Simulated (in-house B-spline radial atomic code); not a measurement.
A run on an ion of nuclear charge 42 with 42.8 electrons that did not converge. Method: scalar-relativistic (X2C) r2SCAN0, spin-polarised, spherical fractional occupations, Fermi nucleus of rms radius 4.4091 fm; computed with an all-electron radial atomic-structure program (B-spline basis).

Command:
```bash
python run_scf.py task.json out
```
Settings (nuclear radius in fm, mass in u):
```
Z                42
configuration    [Kr] 4d5 5s1.8
hamiltonian      x2c
method           r2scan0
spin_polarised   True
nucleus          fermi
rms_radius       4.4091
atomic_mass      97.9054
speed_of_light   137.035999084
```

First and last ten iterations of the last attempt (damped for 15 steps, keeping 80 % of the old Fock matrix, then DIIS):
```
 iter        energy (Eh)    residual
    1       -4048.405172    8.89e-02
    2       -3996.120225    3.22e-01
    3       -4037.124074    4.12e-02
    4       -4046.631938    1.48e-01
    5       -4047.151365    1.04e-01
    6       -4047.432167    7.15e-02
    7       -4048.125788    5.96e-02
    8       -4048.263129    4.13e-02
    9       -4048.334221    2.93e-02
   10       -4048.370646    2.12e-02
  111       -4039.244077    1.25e-01
  112       -4039.253220    1.24e-01
  113       -4039.266376    1.24e-01
  114       -4039.433192    1.17e-01
  115       -4047.570729    1.13e-01
  116       -4047.314110    1.28e-01
  117       -4047.759828    8.31e-02
  118       -4048.114830    5.90e-02
  119       -4048.075955    6.58e-02
  120       -4048.379841    1.88e-02
 not converged after 120 iterations
```

The smallest residual met was 1.3e-03; the threshold is about 4e-07. No energy from this run should be used. The likely cause: this method binds the added charge weakly or not at all at the basis-set limit, so charge moves back and forth between the atom and the box. Cost of the run: 3.9 s on 1 thread of Arm Neoverse V2, with other jobs on the host.
